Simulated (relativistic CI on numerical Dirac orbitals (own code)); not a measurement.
**Magnetism of Ru+, 4d7, in a crystal field**

Calculated by Dirac-Coulomb-Breit CI, separate exchange-only KLI orbitals for each configuration, model QED (radiative potential, 1s self-energy scaled to tabulated hydrogen-like ionisation energies), valence Slater integrals scaled by 0.85, one configuration in a parametric crystal field (own radial code).

Field parameters in Wybourne normalisation: D4h B²₀ = −7Ds, B⁴₀ = 21(Dq − Dt), B⁴₄ = 21√(5/14) Dq. The field is a parameter set, without covalency.

S is read from ⟨S²⟩ = S(S + 1).

Powder χT (cm³ K mol⁻¹) by Van Vleck's formula, with temperature-independent terms:

| Field | 2 K | 5 K | 10 K | 20 K | 50 K | 100 K | 200 K | 300 K |
| --- | --- | --- | --- | --- | --- | --- | --- | --- |
| D4h, 10Dq = 8800, Ds = -1500, Dt = 20 cm⁻¹ | 2.8 | 2.81 | 2.83 | 2.86 | 2.96 | 3.12 | 3.36 | 3.44 |
| D4h, 10Dq = 8800, Ds = -1090, Dt = 20 cm⁻¹ | 2.71 | 2.72 | 2.74 | 2.77 | 2.88 | 3.06 | 3.33 | 3.43 |
| D4h, 10Dq = 8800, Ds = -680, Dt = 20 cm⁻¹ | 2.53 | 2.54 | 2.57 | 2.61 | 2.74 | 2.95 | 3.28 | 3.43 |
| D4h, 10Dq = 8800, Ds = -270, Dt = 20 cm⁻¹ | 2.17 | 2.18 | 2.21 | 2.27 | 2.45 | 2.75 | 3.21 | 3.45 |
| D4h, 10Dq = 8800, Ds = 140, Dt = 20 cm⁻¹ | 1.95 | 1.98 | 2.01 | 2.08 | 2.29 | 2.64 | 3.2 | 3.49 |
| D4h, 10Dq = 8800, Ds = 550, Dt = 20 cm⁻¹ | 1.94 | 1.96 | 2 | 2.06 | 2.25 | 2.55 | 2.96 | 3.15 |
| D4h, 10Dq = 8800, Ds = 950, Dt = 20 cm⁻¹ | 1.78 | 1.8 | 1.83 | 1.89 | 2.06 | 2.34 | 2.69 | 2.84 |
| D4h, 10Dq = 8800, Ds = 1360, Dt = 20 cm⁻¹ | 1.68 | 1.69 | 1.72 | 1.78 | 1.94 | 2.2 | 2.52 | 2.66 |

Q: For D4h, 10Dq = 8800, Ds = -1090, Dt = 20 cm⁻¹: what effective moment follows at 300 K?

A: μ_eff = √(8χT) = 5.24 μB. The ground level has S = 1.49; the spin-only moment for S = 3/2 is 3.88 μB. The difference comes from the orbital moment, spin-orbit mixing of terms and temperature-independent paramagnetism, all larger in this ionic model than in covalent complexes.
